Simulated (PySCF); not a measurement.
Sn(F)2(Br)(OH), HBrF₂OSn, SMILES [F][Sn]([OH])([Br])[F] (PBE0/def2-SVP optimised geometry):

```
6

O      1.125    -0.903     0.000
Sn    -0.826    -0.903     0.000
F     -1.461    -1.613    -1.667
F     -1.477     0.903     0.000
Br    -1.725    -2.144     1.890
H      1.477    -0.476    -0.793
```

Method: PBE0/def2-TZVP, def2 effective core potentials past Kr in PySCF.

Question: What are the frontier orbital energies and the dipole moment?

Answer: HOMO-2 -10.14 eV, HOMO-1 -9.60 eV, HOMO -9.59 eV, LUMO -3.19 eV, LUMO+1 0.06 eV; dipole moment 1.31 D.
